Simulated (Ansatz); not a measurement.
Geometry optimisation, Ansatz 0.2.0, RKS PBE0-D4/def2-SVP.

Input:

```yaml
crystal:
  periodic: [false, false, false]
  atoms:
    - { symbol: Zn, position_ang: [-0.507558, -0.612852, -0.342342] }
    - { symbol: "N", position_ang: [0.999112, 0.471953, -0.729504] }
    - { symbol: O, position_ang: [-1.969411, -1.516013, 0.097394] }
    - { symbol: H, position_ang: [0.74063, 1.454072, 1.341658] }
    - { symbol: Cl, position_ang: [0.077558, 1.440484, 2.479818] }
    - { symbol: H, position_ang: [0.936154, 0.998817, -1.602374] }
    - { symbol: H, position_ang: [1.899875, -0.004593, -0.731923] }
    - { symbol: H, position_ang: [-2.17636, -2.231967, -0.512727] }
basis:
  gaussian: { orbitals: def2-SVP }
hamiltonian:
  xc: pbe0
  dispersion: d4
relax:
  f_tol: 0.03
  max_steps: 50
output:
  orbitals: {}
```

Command:

```bash
$ ansatz run input.yaml --threads 2 --pin off --max-ram 3072MiB --backend cpu --events-out ev --progress --plain --runs-dir out
```

Q: Where does it end, and by what steps?

A: The forces met the threshold. After 15 steps the energy has fallen by 1.929 eV; H4 moved furthest, 1.33 Å. Parted: H4–Cl5. Joined: Zn1–Cl5, N2–H4.

| step | energy less start (eV) | largest force component (eV/Å) | accepted |
| --- | --- | --- | --- |
| 0 | 0.0000 | 0.851 | yes |
| 1 | -0.1556 | 0.394 | yes |
| 2 | -0.2556 | 0.886 | yes |
| 3 | -0.3077 | 1.074 | yes |
| 4 | -0.4968 | 0.834 | yes |
| 5 | -0.8524 | 1.398 | yes |
| 6 | -1.1676 | 3.720 | yes |
| 7 | -1.5903 | 0.945 | yes |
| 8 | -1.7969 | 0.637 | yes |
| 9 | -1.8837 | 0.307 | yes |
| 10 | -1.9036 | 0.250 | yes |
| 11 | -1.9207 | 0.148 | yes |
| 12 | -1.9253 | 0.104 | yes |
| 13 | -1.9269 | 0.084 | yes |
| 14 | -1.9285 | 0.032 | yes |
| 15 | -1.9288 | 0.008 | yes |

```xyz
8
Properties=species:S:1:pos:R:3
Zn -0.764 -0.210 0.723
N 0.896 0.474 -0.477
O -1.811 -1.515 0.062
H 1.285 1.169 0.166
Cl -0.369 1.142 2.374
H 0.668 0.953 -1.349
H 1.631 -0.201 -0.689
H -1.536 -1.812 -0.811
```

Whether the end is a true minimum wasn't checked by a vibrational analysis.

Run time: 48 s on 2 threads of Arm Neoverse V1, with other jobs on the host, peak memory 0.21 GiB.
